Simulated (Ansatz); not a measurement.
`OC[CH2][GeH3]` → 2 C• + Ge• + 8 H• + O•  (atomization)

Program: Ansatz. Geometries: PBE0-D4/def2-TZVP. ΔE: electronic, gas phase. CBS: MP2 limit from def2 TZ/QZ plus the TZ coupled-cluster correction, frozen cores. This one scheme is used for every species, atoms too. DFT in def2-TZVPP. Open shells (•) are unrestricted, without spin–orbit coupling. Spin–orbit coupling would lower the free atoms: a little for C, O; clearly for Ge. Bonds to Ge are less sure, by a few kJ/mol each and by 10 to 20 or more in all where they break to atoms, as the def2 sets lack core-valence functions. Scalar relativity is left out up to krypton. Each species was taken in one conformer, which may not be the lowest.

```tsv
level	ΔE (kJ/mol)
ωB97M-V	4131.6
r2SCAN	4132.4
MP2/def2-QZVPP	4133.2
MP2/CBS(def2)	4170.3
```

Problem. What does CCSD(T)/CBS give? (Best estimate.)

Solution. The calculation gave: +4149.3 kJ/mol. The listed levels differ from it by -17.7, -16.9, -16.1, 21.0 kJ/mol.

Largest T1 diagnostic among the species: 0.011.

From PBE to PBE0 (25 % exact exchange), in def2-TZVPP and without D4, ΔE moves by −50.2 kJ/mol: exact exchange takes away binding that semilocal exchange gives to molecules. In def2-TZVPP, CCSD(T) changes the Hartree–Fock value by +1041.4 kJ/mol (the triples alone add +50.4 kJ/mol) and MP2 by +1062.4 kJ/mol; breaking electron pairs costs correlation energy, which Hartree–Fock lacks. The D4 term adds +31.7 kJ/mol with B3LYP and +16.6 kJ/mol with PBE0; it sums over pairs of atoms, weighted by their polarisabilities, and B3LYP, whose exchange is more repulsive, gets the larger term.

B3LYP here is the variant with VWN-RPA as its local correlation; programs differ in this.

For atomizations the MP2-based limit and the directly extrapolated one differ by several kJ/mol either way, and by 10 to 25 for some Ge, Se and Sn compounds, so smaller differences from it don't rank the levels.
